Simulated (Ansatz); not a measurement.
Molecule: SiBr2 (charge 0, triplet). This is an excited triplet: at this geometry the singlet lies 1.89 eV lower at RI-MP2/CBS(def2-TZVPPD,def2-QZVPPD)+[CCSD(T)-MP2]/def2-TZVPPD. 
Structure (B3LYP-D3(BJ)/def2-TZVP (Ansatz, a first-principles code) minimum search):
```
Si
Br 1 2.2354
Br 1 2.2354 2 119.65
```
Charge 0, spin multiplicity 3.

Basis-set convergence of Hartree-Fock and CCSD(T) correlation energies (hartree) with Ansatz. Correlated levels leave the core frozen unless marked. UHF or UKS for open shells. No spin-orbit coupling. Frozen are the shells of the preceding noble gas and the d and f shells that filled before the atom's block. Non-relativistic.

| basis | functions | E(HF) | E(corr, CCSD(T)) |
|---|---|---|---|
| def2-SVPD | 106 | -5433.06270 | -0.34771 |
| def2-TZVPPD | 162 | … | … |

Task: Some entries are withheld; supply them.

Result: 
- def2-TZVPPD, E(HF): -5433.79094
- def2-TZVPPD, E(corr, CCSD(T)): -0.44745
